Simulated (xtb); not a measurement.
I₂, triplet, from a rough starting geometry (a higher spin typed on purpose: for a closed-shell molecule this is an excited state); GFN2-xTB in xtb.

The xtb input:
```
$ xtb mol.xyz --gfn 2 --uhf 2 --opt vtight --json

# file mol.xyz
2

I      1.31760294     0.00195027    -0.01934667
I     -1.32427022    -0.02517515    -0.04316041
```

Problem. What does xtb print? Leave out banner, timings and long lists.

Solution. 
```
   ID    Z sym.   atoms
    1   53 I      1, 2

           -------------------------------------------------
          |                Calculation Setup                |
           -------------------------------------------------

           -------------------------------------------------
          |                 G F N 2 - x T B                 |
           -------------------------------------------------

          ...................................................
          :                      SETUP                      :
          :.................................................:
          :  # basis functions                  20          :
          :  # atomic orbitals                  18          :
          :  # shells                            6          :
          :  # electrons                        14          :
          :  max. iterations                   250          :
          :  Hamiltonian                  GFN2-xTB          :
          :  restarted?                      false          :
          :  GBSA solvation                  false          :
          :  PC potential                    false          :
          :  electronic temp.          300.0000000     K    :
          :  accuracy                    1.0000000          :
          :  -> integral cutoff          0.2500000E+02      :
          :  -> integral neglect         0.1000000E-07      :
          :  -> SCF convergence          0.1000000E-05 Eh   :
          :  -> wf. convergence          0.1000000E-03 e    :
          :  Broyden damping             0.4000000          :
          :  net charge                          0          :
          :  unpaired electrons                  2          :
          ...................................................

 iter      E             dE          RMSdq      gap      omega  full diag
   1     -7.5542495 -0.755425E+01  0.117E+01    7.62       0.0  T
   2     -7.5555188 -0.126923E-02  0.695E+00    7.77       1.0  T
   3     -7.5565516 -0.103283E-02  0.205E+00    7.98       1.0  T
   4     -7.5567022 -0.150622E-03  0.172E-01    8.05       1.0  T
   5     -7.5567023 -0.645453E-07  0.688E-02    8.05       1.0  T
   6     -7.5567023 -0.245688E-07  0.515E-04    8.05     137.2  T
   7     -7.5567023 -0.397904E-12  0.242E-04    8.05     292.5  T

   *** convergence criteria satisfied after 7 iterations ***

 transition dipole moment (au) for excitation:           7           8
     X       Y       Z
[...]
         :: total energy              -7.547314333502 Eh    ::
 * total energy  :    -7.5473143 Eh     change       -0.7638334E-13 Eh
 * total energy  :    -7.5800769 Eh     change       -0.3276256E-01 Eh
 * total energy  :    -7.5807636 Eh     change       -0.6867427E-03 Eh
 * total energy  :    -7.5813347 Eh     change       -0.5710260E-03 Eh
 * total energy  :    -7.5814398 Eh     change       -0.1051558E-03 Eh
 * total energy  :    -7.5814440 Eh     change       -0.4147896E-05 Eh
 * total energy  :    -7.5814447 Eh     change       -0.7537481E-06 Eh
 * total energy  :    -7.5814447 Eh     change       -0.2329461E-09 Eh
   *** GEOMETRY OPTIMIZATION CONVERGED AFTER 8 ITERATIONS ***
         :: total energy              -7.581444716950 Eh    ::
[...]
        12                         -0.0195264              -0.5313
        13                         -0.0115205              -0.3135
        14                         -0.0115205              -0.3135
        15                          0.0156854               0.4268
        16                          0.0156854               0.4268
        17                          0.0261951               0.7128
        18                          0.1991788               5.4199
      -------------------------------------------------------------
                  HL-Gap            0.3722721 Eh           10.1300 eV
             Fermi-level           -0.3247453 Eh           -8.8368 eV

     #   Z          covCN         q      C6AA      α(0)
     1  53 I        0.839     0.000   371.658    33.280
     2  53 I        0.839    -0.000   371.658    33.280

 Mol. C6AA /au·bohr⁶  :       1486.632977
 Mol. C8AA /au·bohr⁸  :     136546.505120
 Mol. α(0) /au        :         66.560986

Wiberg/Mayer (AO) data.
largest (>0.10) Wiberg bond orders for each atom

 ---------------------------------------------------------------------------
     #   Z sym  total        # sym  WBO       # sym  WBO       # sym  WBO
 ---------------------------------------------------------------------------
     1  53 I    0.848 --     2 I    0.848
     2  53 I    0.848 --     1 I    0.848
 ---------------------------------------------------------------------------

Topologies differ in total number of bonds
Writing topology from bond orders to xtbtopo.mol

molecular dipole:
                 x           y           z       tot (Debye)
 q only:        0.000       0.000       0.000
   full:        0.000       0.000       0.000       0.000
molecular quadrupole (traceless):
                xx          xy          yy          xz          yz          zz
 q only:       -0.000      -0.000       0.000      -0.000      -0.000       0.000
  q+dip:       -3.323      -0.051       1.662      -0.045      -0.000       1.662
   full:       -2.594      -0.040       1.297      -0.035      -0.000       1.297

optimized geometry written to: xtbopt.xyz

           -------------------------------------------------
          | TOTAL ENERGY               -7.581444716950 Eh   |
          | GRADIENT NORM               0.000000014561 Eh/α |
          | HOMO-LUMO GAP              10.130038224619 eV   |
           -------------------------------------------------

normal termination of xtb
```
